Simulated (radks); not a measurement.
Q: Excited configurations of neutral gold: one electron is placed in a higher orbital outside [Xe] 4f14 5d10. The ground configuration is [Xe] 4f14 5d10 6s1. Method: Dirac Kohn-Sham, PBE, spin-unpolarised, spherical densities, finite nucleus; open shells fill j = l - 1/2 first; Fermi nuclear charge, rms radius 5.4371 fm; computed with a radial shooting solver on a logarithmic mesh with Libxc functionals. Excitation = E - E(ground); binding = E(ion) - E, where the ion is the core of charge +1; n* = 1/sqrt(2 binding) in atomic units, and the quantum defect is n - n*.

| outer orbital | excitation (eV) | binding (eV) | n* | quantum defect | eigenvalue (eV) | <r> (bohr) |
|---|---|---|---|---|---|---|
| 5f5/2 | 8.510 | 0.910 | 3.868 | 1.132 | -0.435 | 17.41 |
| 6p1/2 | 4.779 | 4.641 | 1.712 | 4.288 | -2.040 | 4.129 |
| 6d3/2 | 7.845 | 1.575 | 2.939 | 3.061 | -0.719 | 10.35 |
| 6f5/2 | 8.793 | 0.627 | 4.658 | 1.342 | -0.366 | 29.48 |
| 7s1/2 | 6.798 | 2.622 | 2.278 | 4.722 | -1.534 | 8.190 |
| 7p1/2 | 7.547 | 1.873 | 2.695 | 4.305 | -1.061 | 10.63 |
| 7f5/2 | 8.967 | 0.453 | 5.482 | 1.518 | -0.286 | 44.24 |

Estimate the row for 7d3/2.

A: excitation (eV) 8.435; binding (eV) 0.985; n* 3.717; quantum defect 3.283; eigenvalue (eV) -0.555; <r> (bohr) 19.50. The Delta-SCF ionisation energy is 9.420 eV (NIST Atomic Spectra Database: 9.226 eV, measured). Self-interaction in the functional shifts the binding energies and quantum defects, so they are the method's values and not measured ones. Spin polarisation and multiplet splitting are left out, so open shells lie too high by an amount that depends on their filling.

Beside tabulated values, note that spin-unpolarised runs miss the spin-polarisation part of the exchange energy of open shells.
